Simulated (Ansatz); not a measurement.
Geometry optimisation, RKS PBE0/def2-SVP (Ansatz 0.2.0).

Input:

```yaml
crystal:
  periodic: [false, false, false]
  atoms:
    - { symbol: Zn, position_ang: [0.294603, -0.676099, 0.935372] }
    - { symbol: F, position_ang: [-0.311937, 0.0056, -2.010192] }
    - { symbol: O, position_ang: [0.590696, -2.426698, 1.068576] }
    - { symbol: H, position_ang: [-0.38313, 0.766118, -1.512026] }
    - { symbol: As, position_ang: [-0.012894, 1.700423, 1.099971] }
    - { symbol: H, position_ang: [0.467109, -2.924481, 0.256701] }
    - { symbol: H, position_ang: [0.721861, 1.931761, -0.226511] }
    - { symbol: H, position_ang: [-1.366208, 1.623377, 0.388309] }
basis:
  gaussian: { orbitals: def2-SVP }
hamiltonian:
  xc: pbe0
relax:
  f_tol: 0.03
  max_steps: 50
output:
  orbitals: {}
```

Run as:

```bash
$ ansatz run input.yaml --threads 2 --pin off --max-ram 3072MiB --backend cpu --events-out ev --progress --plain --runs-dir out
```

Task: Where does it end, and by what steps?

Result: It converged. The force dipped under the threshold on the way, but the program's further checks kept it going. After 13 steps the energy has fallen by 0.141 eV; F2 moved furthest, 0.54 Å.

```
step  energy less start (eV)  largest force component (eV/Å)  accepted
   0                  0.0000                           0.801       yes
   1                 -0.0542                           0.931       yes
   2                 -0.1055                           0.849       yes
   3                 -0.1305                           0.305       yes
   4                 -0.1309                           0.285       yes
   5                 -0.0373                           2.615        no
   6                 -0.1399                           0.034       yes
   7                 -0.1403                           0.037       yes
   8                 -0.1404                           0.042       yes
   9                 -0.1406                           0.047       yes
  10                 -0.1409                           0.014       yes
  11                 -0.1411                           0.043       yes
  12                 -0.1412                           0.034       yes
  13                 -0.1412                           0.006       yes
```

```xyz
8
Properties=species:S:1:pos:R:3
Zn 0.252 -0.611 0.713
F -0.136 -0.303 -1.603
O 0.499 -2.365 0.931
H -0.182 0.616 -1.438
As 0.024 1.742 1.064
H 0.402 -2.870 0.118
H 0.560 2.069 -0.339
H -1.419 1.723 0.555
```

Whether the end is a true minimum wasn't checked by a vibrational analysis.

Time of the run: 35 s on 2 threads of AMD EPYC 9R14 (Zen 4), with other jobs on the host, peak memory 0.29 GiB.
